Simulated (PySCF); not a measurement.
Two-photon absorption: `c1c(C)ccc(O)c1`, C₇H₈O

Molfile (atoms numbered from 1):
```
C7H8O
     RDKit          3D

 16 16  0  0  0  0  0  0  0  0999 V2000
   -2.3774   -0.0693    0.3579 C   0  0  0  0  0  0  0  0  0  0  0  0
   -0.8906   -0.1447    0.1599 C   0  0  0  0  0  0  0  0  0  0  0  0
   -0.0090    0.5088    1.0261 C   0  0  0  0  0  0  0  0  0  0  0  0
    1.3696    0.4693    0.8290 C   0  0  0  0  0  0  0  0  0  0  0  0
    1.9044   -0.2353   -0.2526 C   0  0  0  0  0  0  0  0  0  0  0  0
    3.2326   -0.3096   -0.4907 O   0  0  0  0  0  0  0  0  0  0  0  0
    1.0389   -0.8990   -1.1273 C   0  0  0  0  0  0  0  0  0  0  0  0
   -0.3339   -0.8493   -0.9160 C   0  0  0  0  0  0  0  0  0  0  0  0
   -2.8806   -0.9731   -0.0161 H   0  0  0  0  0  0  0  0  0  0  0  0
   -2.6381    0.0474    1.4201 H   0  0  0  0  0  0  0  0  0  0  0  0
   -2.8115    0.7905   -0.1803 H   0  0  0  0  0  0  0  0  0  0  0  0
   -0.4060    1.0636    1.8810 H   0  0  0  0  0  0  0  0  0  0  0  0
    2.0373    0.9874    1.5249 H   0  0  0  0  0  0  0  0  0  0  0  0
    3.7035    0.1879    0.1859 H   0  0  0  0  0  0  0  0  0  0  0  0
    1.4645   -1.4528   -1.9662 H   0  0  0  0  0  0  0  0  0  0  0  0
   -0.9951   -1.3775   -1.6089 H   0  0  0  0  0  0  0  0  0  0  0  0
  1  2  1  0
  2  3  1  0
  3  4  2  0
  4  5  1  0
  5  6  1  0
  5  7  2  0
  7  8  1  0
  8  2  2  0
  1  9  1  0
  1 10  1  0
  1 11  1  0
  3 12  1  0
  4 13  1  0
  6 14  1  0
  7 15  1  0
  8 16  1  0
M  END
```

The calculation used PySCF 2.14.0, TDDFT CAM-B3LYP/aug-cc-pVDZ excited states, vertical, gas phase. Geometry: PBE0-D3(BJ)/def2-SVP.

Task: How strongly do the lowest singlets absorb one photon, and two photons of half the energy?

Result: δ for parallel linear polarisation; σ at the peak of a Lorentzian of half width 0.1 eV, single beam; Ω is circular over linear.
| state | E (eV) | f | photon λ (nm) | δ (au) | σ (GM) | Ω | main |
| --- | --- | --- | --- | --- | --- | --- | --- |
| S1 | 4.96 | 0.038 | 500 | <0.1 | 0.00 | – | HOMO→LUMO+2 0.82 |
| S2 | 5.31 | 0.000 | 467 | 2.09 | 0.02 | 1.47 | HOMO→LUMO 0.88 |
| S3 | 5.74 | 0.069 | 432 | 38.9 | 0.47 | 0.64 | HOMO→LUMO+4 0.53, HOMO−1→LUMO+2 0.20 |
| S4 | 5.77 | 0.002 | 430 | 8.25 | 0.10 | 1.47 | HOMO→LUMO+1 0.81 |
| S5 | 6.12 | 0.000 | 405 | 5.59 | 0.08 | 1.49 | HOMO→LUMO+3 0.88 |
| S6 | 6.42 | 0.001 | 386 | 25.3 | 0.38 | 1.41 | HOMO→LUMO+5 0.70 |

Among these, the strongest one-photon state is S3, the strongest two-photon state S3, with a dipole change of 1.8 D (relaxed, norm of the difference vector).
